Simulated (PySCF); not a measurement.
Successive ionisation energies of one element at GMP2 (screened spin-orbit), starting from the ion with 18 electrons. Calculated with PySCF 2.14, two-component X2C-1e (Gaussian nucleus, no Breit or QED terms), each ion in its own even-tempered basis; GMP2 freezes the deep shells of the larger ions and drops the highest virtual spinors; eV.

72.934, 91.068, 110.24, 136.56, 157.68, 180.31, 224.83, 249.81, 686.09, 757.43, 832.49, 928.54

(1) Which element is it?

Answers

(1) Scandium (Sc, Z = 21); the list starts at Sc³⁺. The hydrogenic estimate 13.606 eV × (q + 1)²/n² with q = 3 and n = 3 gives 24.188 eV for the first entry, a lower bound because the other electrons screen the nucleus only in part.
